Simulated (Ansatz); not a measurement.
Born–Oppenheimer molecular dynamics of GeH3Li (5 atoms, charge 0, multiplicity 1). It starts from a relaxed structure.

Computed with RKS BLYP-D4/def2-SVPD (Ansatz).

```yaml
ensemble: NVE (velocity Verlet)
time_step: 0.5 fs
steps_asked: 150
starting_velocities_drawn_for: 400 K
masses: H 2.014 u
seed: 699206
```

First frame:

```xyz
5
Properties=species:S:1:pos:R:3
Li -0.971 -1.031 1.936
Ge 0.023 0.025 -0.048
H -0.945 0.364 -1.248
H 0.736 1.419 0.159
H 1.156 -0.777 -0.800
```

(1) How far do the bonds stretch over the last three quarters of this one trajectory? (Pairs bonded in most of those frames.)

## Answers

(1) 
| bond | mean (Å) | spread (Å) | shortest | longest |
| --- | --- | --- | --- | --- |
| Li1–Ge2 | 2.449 | 0.053 | 2.39 | 2.53 |
| Ge2–H3 | 1.583 | 0.025 | 1.54 | 1.62 |
| Ge2–H4 | 1.585 | 0.047 | 1.51 | 1.65 |
| Ge2–H5 | 1.583 | 0.010 | 1.57 | 1.60 |

Mean temperature of the second half: 174 K. The conserved energy stayed within 0.046 meV per atom of its start (net change 0.016 meV per atom), so the integration is sound. Over the second half the temperature averaged 0.43 of the 400 K drawn at the start: a run that starts near a minimum puts about half its kinetic energy into the potential. A run of 0.075 ps of so small a system gives no equilibrium averages.

The run took 2.7 min on 1 thread of Arm Neoverse V1, on a shared host, peak memory 0.094 GiB.
